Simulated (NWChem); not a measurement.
Molecule: C5H4O; SMILES C1=CC(=O)C=C1

All runs: NWChem. The geometry was optimised at PBE0/def2-SVP. Level: PBE0/def2-SVP with SMD (1 M gas to 1 M solution), gas-phase geometry.

For solvent toluene:

* **solvation free energy (kcal/mol)**: -5.8
* **cavity-dispersion-structure term (kcal/mol)**: -3.4
* **dipole in solution (D)**: 3.41

Question: What are these values for solvent water?

Answer: 
| Quantity | Value |
|---|---|
| solvation free energy (kcal/mol) | -2.9 |
| cavity-dispersion-structure term (kcal/mol) | 3.6 |
| dipole in solution (D) | 4.28 |
